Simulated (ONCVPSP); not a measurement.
**What one change does to a pseudopotential (magnesium, ONCV)**

ONCVPSP 4.0.1 input, shortened (lines: element, Z, core and valence counts, functional; n l f; lmax; l rc ep ncon nbas qcut; lloc lpopt rc5 dvloc0; l nproj debl; icmod fcfact rcfact), PBE, scalar-relativistic:

```
  Mg 12.00    1    3        4      upf
    1    0    2.00
    2    0    2.00
    2    1    6.00
    3    0    2.00
    2
    0    1.10    0.00    4    7    9.40
    1    1.30    0.00    3    6   11.60
    2    1.35    0.11    4    8    7.70
    4    1    0.80    1.00
    0    2    2.80
    1    2    0.80
    2    2    1.00
    0    0.00    0.00
```

In the p channel the program set the typed energies aside and used -1.713, 0.250 Ha.

All-electron outer shells of the reference configuration (PBE, scalar-relativistic, ld1.x):

| shell | level (eV) | outermost node (bohr) | outermost maximum (bohr) |
| --- | --- | --- | --- |
| 1s | -1259.65 | – | 0.09 |
| 2s | -79.85 | 0.18 | 0.54 |
| 2p | -46.61 | – | 0.48 |
| 3s | -4.70 | 0.90 | 2.56 |

Change: local potential polynomial inside 0.80 bohr (lpopt 1, dvloc0 -0.5 Ha).

Cutoffs: the cutoffs (Ha) at which the residual kinetic energy of the hardest occupied pseudo-wave falls to 1 and 0.1 mHa per electron; they do not see the model core or the augmentation charge, which bear on the density cutoff. Errors are all-electron minus pseudo energies relative to the spin-unpolarised reference configuration.

Question: What does the change do?

Answer: The potential gets neither clearly harder nor softer (49 Ha and 56 Ha → 49 Ha and 56 Ha); the errors of the 4 common tests hardly move; neither file shows a bound ghost.

| quantity | base | changed |
| --- | --- | --- |
| cutoff, loose | 49 Ha | 49 Ha |
| cutoff, tight | 56 Ha | 56 Ha |
| bound ghosts | none | none |
| GHOST(+) flags under 300 eV | none | none |
| error for 2s2 2p6 3s1, meV [ΔE 7.96 eV] | -0.3 | -0.2 |
| error for 2s2 2p6 3s0, meV [ΔE 22.99 eV] | -1.9 | -1.9 |
| error for 2s2 2p6 3s1.5, meV [ΔE 3.14 eV] | -0.1 | 0.0 |
| error for 2s2 2p5 3s2, meV [ΔE 58.54 eV] | +422 | +419 |
| s: phases at 1.11 bohr within 0.05 rad from the reference energy up to (Ha; the scan ends near 5) | to the end of the scan | to the end of the scan |
| p: phases at 1.32 bohr within 0.05 rad from the reference energy up to (Ha; the scan ends near 5) | to the end of the scan | to the end of the scan |
| d: phases at 1.37 bohr within 0.05 rad from the reference energy up to (Ha; the scan ends near 5) | to the end of the scan | to the end of the scan |
